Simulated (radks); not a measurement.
Results of a calculation; reference values are marked as such.
Ionisation ladder of strontium, from Sr to Sr21+. Each ion is in the ground configuration listed by NIST, and IE = E(next ion) - E(this ion). Code: a radial shooting solver on a logarithmic mesh with Libxc functionals. Model: scalar-relativistic Kohn-Sham, LDA (Slater exchange, VWN5 correlation), spin-polarised, spherical densities, finite nucleus; open shells are filled with parallel spins first (spin-orbit coupling, left out, can overturn this in heavy ions); Fermi nuclear charge, rms radius 4.224 fm.

species      configuration  IE, Delta-SCF (eV)  <r> HOMO (bohr)
Sr                [Kr] 5s2               5.867             4.27
Sr+               [Kr] 5s1                   ?             3.82
Sr2+                  [Kr]              43.184             1.55
Sr3+     [Ar] 3d10 4s2 4p5              56.684             1.49
Sr4+     [Ar] 3d10 4s2 4p4              70.684             1.44
Sr5+     [Ar] 3d10 4s2 4p3              89.241             1.39
Sr6+     [Ar] 3d10 4s2 4p2                   ?             1.35
Sr7+     [Ar] 3d10 4s2 4p1              121.07             1.32
Sr8+         [Ar] 3d10 4s2              159.69             1.20
Sr9+         [Ar] 3d10 4s1              179.33             1.17
Sr10+            [Ar] 3d10              324.29            0.485
Sr11+             [Ar] 3d9              366.39            0.473
Sr12+             [Ar] 3d8              410.05            0.462
Sr13+             [Ar] 3d7                   ?            0.452
Sr14+             [Ar] 3d6              501.64            0.443
Sr15+             [Ar] 3d5              563.26            0.429
Sr16+             [Ar] 3d4              614.19            0.421
Sr17+             [Ar] 3d3                   ?            0.413
Sr18+             [Ar] 3d2              720.14            0.405
Sr19+             [Ar] 3d1              774.99            0.398
Sr20+                 [Ar]              937.67            0.432
Sr21+         [Ne] 3s2 3p5              988.46            0.427

Estimate the withheld Delta-SCF values.

Answer. Sr+: 11.365 eV (NIST 11.030); Sr6+: 105.02 eV (NIST 104); Sr13+: 455.17 eV (NIST 454); Sr17+: 666.51 eV (NIST 665).
